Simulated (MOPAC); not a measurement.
Input for MOPAC: PM6 on C2H4FN (a complex), monomers drawn apart or pushed together.

```
PM6 1SCF PRECISE CHARGE=0 THREADS=1
C2H4FN

C     -0.08324116 1     0.48591725 1    -0.50535480 1
F     -0.15483518 1    -0.67060525 1     0.28178622 1
H      0.83967750 1     0.44876088 1    -1.08227253 1
H     -0.94935309 1     0.50293220 1    -1.16531418 1
H     -0.08756066 1     1.35383493 1     0.15366398 1
C     -0.33166410 1    -0.13782476 1     4.95593534 1
N     -0.36346712 1     0.25651330 1     6.03216841 1
H     -0.30124016 1    -0.49230446 1     3.94475821 1
```

The log:

```
*******************************************************************************
 **                                                                           **
 **                              MOPAC v23.2.5                                **
 **                                                                           **
 *******************************************************************************
 ** MOPAC's Digital Object Identifier: https://doi.org/10.5281/zenodo.6511958 **
 **                                                                           **
 ** Please cite the open-source release paper for use of this MOPAC version:  **
 ** J. E. Moussa and J. J. P. Stewart (2026)                                  **
 ** MOPAC: An open-source semiempirical molecular orbital program             **
 ** J. Open Source Softw., 11(119), 8025, https://doi.org/10.21105/joss.08025 **
 *******************************************************************************

                              PM6 CALCULATION RESULTS

 *******************************************************************************
 *  PM6        - The PM6 Hamiltonian to be used
 *
 *
 *
 *                 CHARGE ON SYSTEM = 0
 *
 *
 *
 *  PRECISE    - TIGHTER CRITERIA TO BE USED
 *  1SCF       - DO 1 SCF AND THEN STOP
 *  THREADS=1  - MULTI-THREADING NOT USED
 *  T=         - A TIME OF 172800.0 SECONDS REQUESTED
 *  DUMP=N     - RESTART FILE WRITTEN EVERY 7200.0 SECONDS REQUESTED
 *******************************************************************************
PM6 1SCF PRECISE CHARGE=0 THREADS=1
 C2H4FN

   ATOM   CHEMICAL          X               Y               Z
  NUMBER   SYMBOL      (ANGSTROMS)     (ANGSTROMS)     (ANGSTROMS)

     1       C         -0.08324116  *   0.48591725  *  -0.50535480  *
     2       F         -0.15483518  *  -0.67060525  *   0.28178622  *
     3       H          0.83967750  *   0.44876088  *  -1.08227253  *
     4       H         -0.94935309  *   0.50293220  *  -1.16531418  *
     5       H         -0.08756066  *   1.35383493  *   0.15366398  *
     6       C         -0.33166410  *  -0.13782476  *   4.95593534  *
     7       N         -0.36346712  *   0.25651330  *   6.03216841  *
     8       H         -0.30124016  *  -0.49230446  *   3.94475821  *



          CARTESIAN COORDINATES

    NO.       ATOM           X           Y           Z

     1         C         -0.0832      0.4859     -0.5054
     2         F         -0.1548     -0.6706      0.2818
     3         H          0.8397      0.4488     -1.0823
     4         H         -0.9494      0.5029     -1.1653
     5         H         -0.0876      1.3538      0.1537
     6         C         -0.3317     -0.1378      4.9559
     7         N         -0.3635      0.2565      6.0322
     8         H         -0.3012     -0.4923      3.9448

 General Reference for PM6:
 "Optimization of Parameters for Semiempirical Methods V: Modification of NDDO Approximations
 and Application to 70 Elements", J. J. P. Stewart, J. Mol. Mod., 13, 1173-1213 (2007)
 URL: https://link.springer.com/article/10.1007/s00894-007-0233-4

           Empirical Formula: C2 H4 N F  =     8 atoms



      MOLECULAR POINT GROUP   :   Cs


      RHF CALCULATION, NO. OF DOUBLY OCCUPIED LEVELS = 12


 -------------------------------------------------------------------------------
 PM6 1SCF PRECISE CHARGE=0 THREADS=1
 C2H4FN



     1SCF WAS SPECIFIED, SO BFGS WAS NOT USED
     SCF FIELD WAS ACHIEVED


                              PM6 CALCULATION
                                                       MOPAC v23.2.5 Linux




          FINAL HEAT OF FORMATION =        -20.19633 KCAL/MOL =     -84.50146 KJ/MOL


          COSMO AREA              =        125.58 SQUARE ANGSTROMS
          COSMO VOLUME            =         94.32 CUBIC ANGSTROMS

          IONIZATION POTENTIAL    =         12.994001 EV
          HOMO LUMO ENERGIES (EV) =        -12.994  1.141
          NO. OF FILLED LEVELS    =         12
          MOLECULAR WEIGHT        =         61.0587         POINT GROUP:  Cs

          MOLECULAR DIMENSIONS (Angstroms)

            Atom       Atom       Distance
            N     7    H     4     7.22549
            H     5    F     2     2.02058
            H     3    N     7     1.77687


          SCF CALCULATIONS        =          1





   ATOM   CHEMICAL          X               Y               Z
  NUMBER   SYMBOL      (ANGSTROMS)     (ANGSTROMS)     (ANGSTROMS)

     1       C         -0.08324116  *   0.48591725  *  -0.50535480  *
     2       F         -0.15483518  *  -0.67060525  *   0.28178622  *
     3       H          0.83967750  *   0.44876088  *  -1.08227253  *
     4       H         -0.94935309  *   0.50293220  *  -1.16531418  *
     5       H         -0.08756066  *   1.35383493  *   0.15366398  *
     6       C         -0.33166410  *  -0.13782476  *   4.95593534  *
     7       N         -0.36346712  *   0.25651330  *   6.03216841  *
     8       H         -0.30124016  *  -0.49230446  *   3.94475821  *

                             CARTESIAN COORDINATES

   1    C       -0.083241160     0.485917250    -0.505354800
   2    F       -0.154835180    -0.670605250     0.281786220
   3    H        0.839677500     0.448760880    -1.082272530
   4    H       -0.949353090     0.502932200    -1.165314180
   5    H       -0.087560660     1.353834930     0.153663980
   6    C       -0.331664100    -0.137824760     4.955935340
   7    N       -0.363467120     0.256513300     6.032168410
   8    H       -0.301240160    -0.492304460     3.944758210


           Empirical Formula: C2 H4 N F  =     8 atoms



      MOLECULAR POINT GROUP   :   Cs


                  EIGENVALUES
 -41.18705 -31.88570 -25.28573 -20.36514 -17.13802 -17.13686 -15.84737 -14.06320
 -14.06220 -13.61521 -13.60893 -12.99400   1.14065   1.14177   2.67567   4.18719
   5.02667   5.05348   5.53052   5.60329


              NET ATOMIC CHARGES AND DIPOLE CONTRIBUTIONS

  ATOM NO.   TYPE          CHARGE      No. of ELECS.   s-Pop       p-Pop
    1          C          -0.253189        4.2532     1.11981     3.13338
    2          F          -0.178191        7.1782     1.97527     5.20292
    3          H           0.144634        0.8554     0.85537
    4          H           0.144643        0.8554     0.85536
    5          H           0.142103        0.8579     0.85790
    6          C          -0.066974        4.0670     1.16769     2.89928
    7          N          -0.158297        5.1583     1.80254     3.35576
    8          H           0.225269        0.7747     0.77473
 DIPOLE           X         Y         Z       TOTAL
 POINT-CHG.     0.155     0.885    -2.996     3.127
 HYBRID         0.011    -0.364    -0.552     0.661
 SUM            0.166     0.521    -3.548     3.589


          ATOMIC ORBITAL ELECTRON POPULATIONS

     Atom    s        px        py        pz
    1  C   1.11981   1.15334   0.92980   1.05023
    2  F   1.97527   1.99259   1.46184   1.74849
    3  H   0.85537
    4  H   0.85536
    5  H   0.85790
    6  C   1.16769   0.93911   0.94842   1.01175
    7  N   1.80254   1.06109   1.08039   1.21428
    8  H   0.77473

 **********************
 *                    *
 * JOB ENDED NORMALLY *
 *                    *
 **********************




 == MOPAC DONE ==
```

The run finished.

Cost: roughly 0.020 core-seconds.
